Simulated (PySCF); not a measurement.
Species: C6H11N3.
Cartesian coordinates in Å at the GFN2-xTB level; atoms count from 1:
```xyz
20
C6H11N3 angstrom
C      2.0204   -1.1583   -0.4610
C      1.5214    0.1593    0.0003
C      2.1825    1.3139    0.3665
N      1.2673    2.2376    0.7092
N      0.0994    1.7356    0.5803
N      0.2122    0.4802    0.1536
C     -0.9639   -0.3269   -0.0782
C     -1.8209    0.3351   -1.1550
C     -1.7346   -0.4741    1.2319
H      3.1065   -1.1404   -0.4918
H      1.6481   -1.3873   -1.4601
H      1.7049   -1.9529    0.2158
H      3.2325    1.5181    0.3996
H     -0.6265   -1.3102   -0.4236
H     -2.7152   -0.2546   -1.3369
H     -1.2646    0.4238   -2.0857
H     -2.1081    1.3303   -0.8258
H     -2.6277   -1.0730    1.0764
H     -2.0215    0.5097    1.5938
H     -1.1175   -0.9553    1.9878
```

NICS = −σ at a ghost point: NICS(0) at the centroid of the ring atoms, NICS(1) 1 Å to either side along the normal of their mean plane, zz for the tensor component along that normal. Level: GIAO PBE0/pcSseg-1 (PySCF, non-relativistic, gas phase) on the GFN2-xTB geometry, one conformer.

Ring bond lengths (Å), with Mayer bond orders in brackets: C2–C3 1.380 (1.44), C3–N4 1.345 (1.38), N4–N5 1.278 (1.48), N5–N6 1.331 (1.17), N6–C2 1.357 (1.08).

Give the NICS values of each ring in ppm.

```tsv
ring	type	NICS(0)	NICS(1), two faces	NICS(1)zz, two faces	rms pucker (Å)	centre to ring atoms, mean (Å)
C2–C3–N4–N5–N6	5-membered ring with 3 N; formal bonds all aromatic	-12.2	-12.8 / -12.8	-31.6 / -31.5	0.00	1.14
```

What do they say, and how far can they be read as aromaticity?

- C2–C3–N4–N5–N6: mean NICS(1)zz -31.5 ppm, shielded. The ring is flat and has no four-coordinate atom; by the NICS criterion it is aromatic.

What does the geometric index give? HOMA takes Krygowski's 1993 parameters.

- C2–C3–N4–N5–N6: HOMA 0.95; the largest term is that of N4–N5, α(R − Ropt)² = 0.13. The geometric and the magnetic index point the same way.

At the first NICS(1) probe listed for ring C2–C3–N4–N5–N6, 1 Å off the ring, what do the in-plane components average?

The isotropic value is a third of the trace: (3 × -12.8 − (-31.6))/2 = -3.4 ppm.

What are the shieldings of the ring atoms and their hydrogens in the same run (means over atoms taken as equivalent)?

```json
{"atoms": "C2", "environment": "substituted aromatic carbon", "σ isotropic (ppm)": "50.9"}
{"atoms": "C3", "environment": "aromatic CH next to a ring nitrogen", "σ isotropic (ppm)": "50.9"}
{"atoms": "N4", "environment": "pyridine-type nitrogen", "σ isotropic (ppm)": "-120.8"}
{"atoms": "N5", "environment": "pyridine-type nitrogen", "σ isotropic (ppm)": "-126.3"}
{"atoms": "N6", "environment": "pyrrole-type nitrogen", "σ isotropic (ppm)": "-12.6"}
{"atoms": "H13", "environment": "aromatic hydrogen", "σ isotropic (ppm)": "24.27"}
```
